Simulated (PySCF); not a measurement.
Structure from 2D NMR

Compound of formula C$_{5}$H$_{10}$N$_{2}$O$_{2}$Si. Correlations simulated from computed shifts and the bond graph:

HSQC (one-bond C–H):
```
  δH     δC
6.39  124.5
6.25  104.2
6.04  108.1
3.83   52.1
```

COSY cross peaks (H two or three bonds apart, from the bond graph; peaks can be absent where the dihedral angle is near 90°):
```
  δH    δH
6.39  6.04
```

HMBC (two and three bonds, from the bond graph):
```
  δH                   δC
6.39  143.2, 108.1, 104.2
6.25  143.2, 124.5, 108.1
6.04  143.2, 124.5, 104.2
4.84   124.5, 104.2, 52.1
```

Carbons without hydrogens: δ 143.2.

Level of theory: geometry: GFN2-xTB, σ from GIAO-PBE0/pcSseg-1, in PySCF 2.14 (single conformer, non-relativistic, in vacuum, rapidly exchanging positions averaged).

References, each an isolated molecule treated in the same way: $^{1}$H (31.72 ppm) and $^{13}$C (186.93 ppm) against TMS.

Exchangeable hydrogens are left out of these lists.

Assemble the structure.

## Answers

`CO[Si@@H](O)n1ccc(N)c1`.

Atoms are numbered as in `[CH3:1][O:2][Si@@H:3]([OH:4])[n:5]1[cH:6][cH:7][c:8]([NH2:9])[cH:10]1`; H(Xn) means a hydrogen on atom n.

- δC 143.2 is C8, an aromatic carbon bearing nitrogen.
- δC 124.5 is C6, an aromatic CH next to a ring nitrogen (δH 6.39).
- δC 108.1 is C7, an aromatic CH (δH 6.04).
- δC 104.2 is C10, an aromatic CH next to a ring nitrogen (δH 6.25).
- δC 52.1 is C1, a methyl carbon bonded to O (δH 3.83).
- HMBC from δH 6.39 reaches the proton-free carbon C8.
- HMBC from δH 6.25 reaches the proton-free carbon C8.
- HMBC from δH 6.04 reaches the proton-free carbon C8.
- COSY links 6.39–6.04.

This is the structure that produced the data.

OH and NH positions are those of a molecule without intermolecular hydrogen bonds; in solution they move with solvent, concentration and temperature, and exchange usually removes their couplings. Shifts are as computed. Against solution values, carbons near 30 ppm lie about +3 ppm off and those near 130 ppm about +5 ppm. Of 1211 compounds with measured shifts, 218 miss one by over three times the rms of a fit or turn the order of signals round; such compounds aren't used in these exercises.
